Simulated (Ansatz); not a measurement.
`[CH3][ZnH]` + `[SH][GaH2]` → `[ZnH][S][GaH2]` + CH₄ at 700 K and 1 bar (ligand exchange at a Zn–C bond).

Computed with Ansatz on PBE0-D4/def2-TZVP structures; ΔE is electronic, products minus reactants. CCSD(T)/CBS is the MP2 limit (def2-TZVPP, def2-QZVPP) plus CCSD(T) − MP2 in def2-TZVPP, frozen cores. This one scheme is used for every species. For Ga, Zn outer-core shells are correlated without core-valence functions, which leaves a few kJ/mol of doubt a bond. Scalar relativity is left out up to krypton.

| species | CCSD(T)/CBS energy (Eh) | H − E (kJ/mol) | S (J/(mol·K)) |
| --- | --- | --- | --- |
| `[CH3][ZnH]` | -1818.81862 | 151.0 | 315.8 |
| `[SH][GaH2]` | -2323.53734 | 103.2 | 340.5 |
| `[ZnH][S][GaH2]` | -4101.94463 | 116.0 | 421.3 |
| CH₄ | -40.46206 | 145.9 | 224.0 |

H − E and S are ideal-gas, rigid-rotor, harmonic terms from PBE0-D4/def2-TZVP. 1 Eh = 2625.50 kJ/mol, R = 8.31446 J/(mol·K).

Task: By hand: ΔE, ΔH, ΔS and ΔG.

Result: ΔE = (-4101.94463) + (-40.46206) − (-1818.81862) − (-2323.53734) = -0.05073 Eh = -133.2 kJ/mol. Δ(H − E) = 116.0 + 145.9 − 151.0 − 103.2 = 7.7, so ΔH = -125.5 kJ/mol. ΔS = 421.3 + 224.0 − 315.8 − 340.5 = -11.0 J/(mol·K). ΔG = -125.5 − 700 × (-11.0)/1000 = -117.8 kJ/mol.

Task: By hand: the equilibrium constant, and the temperature at which ΔG would vanish if ΔH and ΔS stayed fixed.

Result: log₁₀ K = −ΔG/(RT ln 10) = 8.8. ΔG = 0 at ΔH/ΔS = 11409 K, far beyond where these terms or the molecules hold.

The number of gas molecules stays the same, so ΔS is small and ΔH decides. A doubt of 5 kJ/mol in ΔE shifts log₁₀ K by 0.4 here. These are equilibria of isolated gas molecules and say nothing of rates. Largest T1 diagnostic: 0.015 (customary marks: 0.02 for closed shells, 0.045 for open ones).
